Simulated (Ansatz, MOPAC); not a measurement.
# C2HClF4 (1,1,1,2-tetrafluorochloroethane): methods side by side

C2HClF4, singlet, SMILES `FC(Cl)C(F)(F)F`. Each level relaxes the structure for itself.

Quantity: the zero-point energy at each level's own minimum, in kJ/mol. The values are calculated.

| level | kind | program | value (kJ/mol) |
| --- | --- | --- | --- |
| MNDO | semi-empirical | MOPAC | 104.6 |
| RM1 | semi-empirical | MOPAC | 99.6 |
| PM6-D3H4 | semi-empirical | MOPAC | 89.7 |
| PM6-ORG | semi-empirical | MOPAC | 88.7 |
| HF/STO-3G | Hartree–Fock | Ansatz | 105.4 |
| HF/3-21G | Hartree–Fock | Ansatz | 102.1 |
| HF/6-31G* (Cartesian functions) | Hartree–Fock | Ansatz | 104.7 |
| PBE/def2-SVP | GGA | Ansatz | 91.6 |
| B3LYP/6-31G* (Cartesian functions) | global hybrid | Ansatz | 94.8 |
| PBE0-D4/def2-TZVP | global hybrid | Ansatz | 95.1 |

Harmonic and unscaled. The values span 88.7 to 105.4 kJ/mol.
